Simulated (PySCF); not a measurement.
Excitation energy of Ti by level of theory

Ti [Ar] 3d2 4s2 (3F) → Ti [Ar] 3d3 4s1 (5F), as a difference of total energies. Calculation: PySCF 2.14, in x2c-TZVPPall (6s5p4d2f1g, 64 functions); the spin-free X2C one-electron Hamiltonian (Gaussian nucleus). Correlated levels: valence: [Ar] frozen; valence and next inner shell: [Ne] frozen. The calculations carry no spin-orbit coupling.

```json
{"method": "UHF", "excitation energy (cm⁻¹)": "5875.1"}
{"method": "LDA", "excitation energy (cm⁻¹)": "-1043.9"}
{"method": "PBE", "excitation energy (cm⁻¹)": "-1105.5"}
{"method": "PBE0", "excitation energy (cm⁻¹)": "766.21"}
{"method": "r2SCAN", "excitation energy (cm⁻¹)": "-2975.8"}
{"method": "TPSSh", "excitation energy (cm⁻¹)": "528.54"}
{"method": "BHandHLYP", "excitation energy (cm⁻¹)": "5930.5"}
{"method": "PBEsol", "excitation energy (cm⁻¹)": "-1801.8"}
{"method": "M06", "excitation energy (cm⁻¹)": "4748.8"}
{"method": "MP2 (valence)", "excitation energy (cm⁻¹)": "7713.3"}
{"method": "SCS-MP2 (valence)", "excitation energy (cm⁻¹)": "12087"}
{"method": "MP2 (valence and next inner shell)", "excitation energy (cm⁻¹)": "4977.7"}
{"method": "SCS-MP2 (valence and next inner shell)", "excitation energy (cm⁻¹)": "9172.8"}
```

Q: How much does correlation contribute at MP2 (valence and next inner shell)?

A: 4977.7 − (5875.1) = -897.4 cm⁻¹, measured against UHF.

Errors of the correlated levels include the incompleteness of this basis and the frozen core.

For comparison: 6498.9 cm⁻¹ (measured; NIST levels, between the centres of gravity of the two terms).
